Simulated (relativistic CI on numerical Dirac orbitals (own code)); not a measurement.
## Cubic crystal-field splitting of Lu⁴⁺ by operator equivalents

Problem. Lu⁴⁺ (4f13) sits in a cubic field with the Wybourne parameters B⁴₀ = -2860 and B⁶₀ = -1030 cm⁻¹. Find the levels of its ground J multiplet, neglecting the mixing with the other J.

Working.
1. One f hole has the ground level ²F7/2 with g_J = 8/7 and the Stevens factors β = −2/1155 and γ = 4/27027.
2. Stevens form: B₄ = β B⁴₀/8 = 0.6190 and B₆ = γ B⁶₀/16 = -0.00953 cm⁻¹, in H = B₄(O₄⁰ + 5O₄⁴) + B₆(O₆⁰ − 21O₆⁴).
3. For J = 7/2 the eigenvalues are E(Γ6) = 840B₄ − 25200B₆ = 760.1, E(Γ7) = −1080B₄ − 15120B₆ = -524.5 and E(Γ8) = 120B₄ + 20160B₆ = -117.8 cm⁻¹.
4. Order and energies above the lowest: Γ7 0.0, Γ8 406.7, Γ6 1284.6 cm⁻¹. A Γ7 ground doublet has the isotropic |g| = 3.429.

Check. Diagonalising spin-orbit coupling (free-ion gap 11539 cm⁻¹, from a Dirac-Coulomb-Breit calculation) and field together in all 14 states gives Γ7 0.0, Γ8 371.4, Γ6 1285.0 cm⁻¹, with |g| = 3.421. The other multiplet starts at 11519 cm⁻¹; the differences from the hand values come from J mixing and grow with the ratio of the field to that gap.
